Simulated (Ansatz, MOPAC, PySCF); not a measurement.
Gas-phase reaction in SMILES: O=C1[CH-]C1 → O[CH-]C#C

Property: isomerisation energy (enthalpy at 298 K), in kcal/mol. Set-up: PM7 with its own dispersion and hydrogen-bond terms; spin-orbit terms left out; LANL2DZ all-electron up to Ne; 6-311+G** with 5d; 6-31G* and kin with 6d, 5d where marked; non-relativistic; frozen cores in correlated levels; dispersion terms only where a functional's name holds one. CBS(X,Y): correlation extrapolated as X^-3; Hartree-Fock from the larger set. [CCSD(T)-MP2]/basis is that difference in the basis named. First-principles rows: single points at B3LYP-D3(BJ) geometries (Ansatz, a first-principles code), with unscaled harmonic terms from B3LYP/6-31G* (Ansatz) at its own minima. Semi-empirical rows: MOPAC heats of formation at their own minima for 298 K. Sets without +, aug- or the D of def2-TZVPD hold no diffuse functions, which anions need.

Coupled cluster (Ansatz) is a level with limits of its own, used here on species with T1 under 0.025 (0.045 for open shells) and stable references: RI-MP2/CBS(aug-cc-pVTZ,aug-cc-pVQZ)+[CCSD(T)-MP2]/aug-cc-pVTZ.

Value to compare with, RI-MP2/CBS(aug-cc-pVTZ,aug-cc-pVQZ)+[CCSD(T)-MP2]/aug-cc-pVTZ (Ansatz): 19.1 kcal/mol.

```csv
level,program,isomerisation energy (enthalpy at 298 K) (kcal/mol),difference
AM1,MOPAC,4.2,-14.9
PM7,MOPAC,18.8,-0.3
HF/3-21G,Ansatz,14.2,-4.9
HF/LANL2DZ,Ansatz,11.1,-8.0
HF/6-311+G**,Ansatz,17.8,-1.3
B3LYP/LANL2DZ,Ansatz,18.6,-0.5
B3LYP/6-31G*,Ansatz,28.7,9.6
M06-2X/6-31G* (5d),PySCF,32.6,13.5
MP2/6-31G*,Ansatz,34.3,15.2
B3PW91/6-31G* (5d),PySCF,33.0,13.9
B3LYP/def2-TZVPD,Ansatz,19.3,0.2
M06-2X/def2-TZVPD,PySCF,22.9,3.8
wB97M-V/def2-TZVPD,Ansatz,21.1,2.0
```

4 of the 10 habitual levels lie above RI-MP2/CBS(aug-cc-pVTZ,aug-cc-pVQZ)+[CCSD(T)-MP2]/aug-cc-pVTZ (Ansatz); their mean absolute difference is 8.2 kcal/mol, the median 8.8.

The levels are drawn from those run, B3LYP/6-31G* more often than the rest, none by its result; left out are runs that failed, that the program found above a lower state of the same kind, or whose <S^2> lies over 0.5 above the pure value.
